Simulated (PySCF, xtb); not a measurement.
C₅H₉O, SMILES CC(C)C[C]=O, multiplicity 2. Other conformers were not sampled.

Harmonic wavenumbers (cm⁻¹) from GFN2-xTB in xtb at its own minimum, in rising order: 55, 153, 161, 210, 239, 322, 358, 431, 618, 801, 865, 950, 951, 972, 987, 1072, 1143, 1170, 1206, 1258, 1311, 1324, 1408, 1411, 1424, 1493, 1498, 1503, 1508, 1899, 2943, 2953, 2969, 3023, 3030, 3030, 3036, 3040, 3049.

Problem. What does PBE-D3(BJ)/def2-SVP in PySCF give at its own minimum? (Estimate from the structure and the level; the computed values follow.)

Solution. 67, 170, 178, 236, 260, 319, 357, 408, 639, 767, 811, 877, 898, 938, 942, 1048, 1113, 1149, 1184, 1226, 1294, 1305, 1336, 1345, 1355, 1409, 1414, 1426, 1435, 1880, 2960, 2962, 2965, 2971, 3006, 3045, 3051, 3056, 3077. Paired by order, the mean absolute difference is 34 cm⁻¹ and the zero-point energies are 79.7 and 78.5 kcal/mol.
